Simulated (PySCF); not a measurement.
# Homolysis of trifluoromethylgermane, bond by bond

Molecule: trifluoromethylgermane, `F[C](F)(F)[GeH3]` (CH3F3Ge). Atom numbers as in the mapped SMILES `[F:1][C:2]([F:3])([F:4])[GeH3:5]`.

Level of theory: M06-2X/def2-TZVP single points in PySCF, grid level 3; every species was optimised with PBE0-D3(BJ)/def2-SVP. Zero-point and thermal terms (298.15 K, 1 bar) come from unscaled PBE0-D3(BJ)/def2-SVP harmonic frequencies, with soft modes damped to free rotors in the entropy.

```tsv
bond	r / Å	radicals	BDE(298 K) / kcal/mol	BDFE / kcal/mol	D₀ / kcal/mol	Dₑ / kcal/mol
C2–Ge5	1.996	F[C](F)F + GeH3•	73.1	60.9	72.2	75.4
Ge5–H	1.533	F[C](F)(F)[GeH2] + H•	81.3	72.2	79.9	85.7
F1–C2	1.340	F• + F[C](F)[GeH3]	120.8	109.2	119.7	122.8
```

Homolysis to relaxed radicals in the gas phase; the table need not hold every single bond outside rings.

Weakest of these: C2–Ge5 (73.1 kcal/mol); strongest: F1–C2 (120.8 kcal/mol).

Caveats: spin-orbit coupling is left out of the energies, which matters for open shells on the heavier atoms; atoms from Ga to Kr are treated without relativity.
